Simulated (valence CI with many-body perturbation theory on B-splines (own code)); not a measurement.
The numbers below are computed, except where a source is named.
# Sensitivity of CI+MBPT for As11+

Level of theory: configuration interaction combined with many-body perturbation theory (CI+MBPT): four valence electrons over a frozen Dirac-Fock core [Ar], radial functions for each j: 6 s, 6 p, 5 d, 5 f, 1 g, with the one-electron correlation potential Σ1, the two-electron term Σ2, the three-electron term Σ3, Breit, model QED; selected CI, second order for the rest, scaled by the run's own slope (own B-spline code, finite nucleus).

No measured spectrum was set against this ion. As an estimate, terms of the open shell hold to 2 to 4 % of their energy, and close levels can change places. Only levels of the ground parity were solved; by the run's estimate the other parity begins above the list, which can be wrong where configurations are misplaced.

The reference run has the lowest level 3d4 5D_0 and an ionisation energy of 333.230 eV. Its largest variational space holds 7552 state functions.

Names give the largest LS component (configuration and term), which can be under half, so a name can repeat, a term be missing and a line seem to break the LS rules; names also repeat where a configuration has a term twice.

Changed runs:
A. three-electron term on → off
B. highest l with Σ1, explicit Σ2 and valence Breit (higher l get mean screening factors) 3 → 1
C. cutoff of virtual states (hartree) 2178 → 12000
D. correlating orbitals by l 3 3 3 3 1 → 2 2 1 1 0; natural orbitals for correlation on → off (bad on purpose)

Excitation energies of the reference run in cm⁻¹, and shifts in cm⁻¹:

```tsv
Level	Reference	A	B	C	D
3d4 5D_1	1125	-5.8	-90	0	-33
3d4 5D_2	2995	-8.6	-171	+0.1	-57
3d4 5D_3	5321	-8.6	-201	+0.1	-62
3d4 5D_4	7917	-3.9	-156	+0.1	-37
3d4 3P_0	43404	+225	+1371	0	+2903
3d4 3H_4	46266	+486	-372	0	+1657
3d4 3H_5	48930	+361	-518	+0.1	+1532
3d4 3P_1	49442	-44	+975	+0.1	+2852
3d4 3H_6	50923	+350	-373	+0.1	+1515
3d4 3F_3	52369	+607	+91	+0.1	+2253
3d4 3F_2	53031	+512	+244	+0.1	+2442
3d4 3F_4	53973	+553	+23	+0.1	+2187
Ionisation energy (eV)	333.230	-0.006	-2.416	+0.00014	-0.041
```
